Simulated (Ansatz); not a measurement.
Reaction (formal exchange of groups at the Si–O bond): `N[SiH]([SiH3])O[SiH3]` + `BF` → `N[SiH]([SiH3])BF` + silanol

Isolated molecules relaxed with PBE0-D4/def2-TZVP in Ansatz; ΔE leaves out vibrations. CCSD(T)/CBS is the MP2 limit (def2-TZVPP, def2-QZVPP) plus CCSD(T) − MP2 in def2-TZVPP, frozen cores. This one scheme is used for every species. Functionals use def2-TZVPP. B3LYP here is the variant with VWN-RPA as its local correlation; programs differ in this. One conformer a species, not always the lowest.

`N[SiH]([SiH3])O[SiH3]`:

```xyz
14

N    -0.535   -1.199    1.460
Si   -0.960   -0.230    0.120
Si   -0.733    2.007    0.778
O    -0.053   -0.469   -1.234
Si    1.457   -0.879   -1.706
H    -0.815   -2.162    1.545
H     0.226   -0.970    2.076
H    -2.345   -0.602   -0.262
H    -1.799    2.387    1.744
H    -0.798    2.926   -0.391
H     0.587    2.198    1.446
H     2.474   -0.151   -0.899
H     1.615   -0.516   -3.135
H     1.679   -2.340   -1.541
```

`BF`:

Cartesian coordinates in Å:
```
B 0.049 0.006 -0.009
F -1.237 -0.152 0.229
H 0.375 0.349 -1.109
H 0.813 -0.203 0.889
```

`N[SiH]([SiH3])BF`:

Cartesian coordinates in Å:
```
N -1.711 0.440 0.837
Si -0.398 -0.508 0.240
Si 1.733 0.439 0.590
B -0.594 -0.777 -1.756
F -1.460 -0.042 -2.440
H -1.715 0.805 1.775
H -2.194 1.055 0.204
H -0.361 -1.838 0.917
H 1.923 0.762 2.033
H 1.888 1.705 -0.181
H 2.816 -0.496 0.176
H 0.073 -1.546 -2.397
```

`O[SiH3]`:

```xyz
6

O    -0.865   -0.940    0.108
Si    0.341    0.183    0.081
H    -1.631   -0.787   -0.445
H     0.922    0.333   -1.282
H     1.376   -0.309    1.018
H    -0.144    1.521    0.520
```

```
             level  ΔE (kcal/mol)
          B3LYP-D4           36.4
CCSD(T)/def2-TZVPP           36.1
      HF/CBS(def2)           41.7
    CCSD/CBS(def2)           36.7
```

Problem. What does CCSD(T)/CBS give? (Estimate.)

Solution. Computed: +36.1 kcal/mol. The listed levels differ from it by 0.3, 0.0, 5.6, 0.6 kcal/mol.

Largest T1 diagnostic among the species: 0.014.

In def2-TZVPP, CCSD(T) changes the Hartree–Fock value by −5.1 kcal/mol (the triples alone add −0.6 kcal/mol) and MP2 by −3.2 kcal/mol. The D4 term adds +1.7 kcal/mol with B3LYP and +1.0 kcal/mol with PBE0; it sums over pairs of atoms, weighted by their polarisabilities, and B3LYP, whose exchange is more repulsive, gets the larger term. From PBE to PBE0 (25 % exact exchange), in def2-TZVPP and without D4, ΔE moves by +2.4 kcal/mol.
